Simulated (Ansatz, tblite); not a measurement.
Forces on [MoO2S2]2- (MoS₂O₂²⁻) at its PBE-D4/def2-SVPD geometry. The state is a singlet with charge -2.

In the def2 sets Mo takes a core potential; there is no spin–orbit coupling. The xTB rows come from tblite. A multiply charged anion in the gas phase is held together partly by the finite basis. At PBE-D4/def2-TZVPD the highest occupied level of the charge -2 singlet lies above zero (up to 3.28 eV). The electron is either unbound and held by the finite basis, or the level is raised by self-interaction error.

GFN1-xTB (tblite), largest force 1.49 eV/Å:

```xyz
5
positions Å, forces eV/Å
Mo   -0.046    0.069   -0.051   -0.114    0.170   -0.127
O     0.713    1.381   -0.927   -0.273   -0.921    0.632
O    -1.778    0.211   -0.257    1.081   -0.286    0.267
S     0.462    0.254    2.161   -0.282   -0.226   -1.446
S     0.650   -1.915   -0.926   -0.412    1.263    0.674
```

GFN2-xTB (tblite), largest force 1.82 eV/Å:

```
Mo -0.860 1.285 -0.956
O -0.476 -1.350 0.920
O 1.624 -0.364 0.355
S -0.114 -0.126 -0.645
S -0.174 0.555 0.325
```

PBE-D4/def2-TZVPD (Ansatz), largest force 0.12 eV/Å:

```
Mo 0.031 -0.046 0.033
O -0.004 -0.027 0.020
O 0.030 -0.012 0.010
S -0.023 -0.015 -0.114
S -0.033 0.100 0.051
```
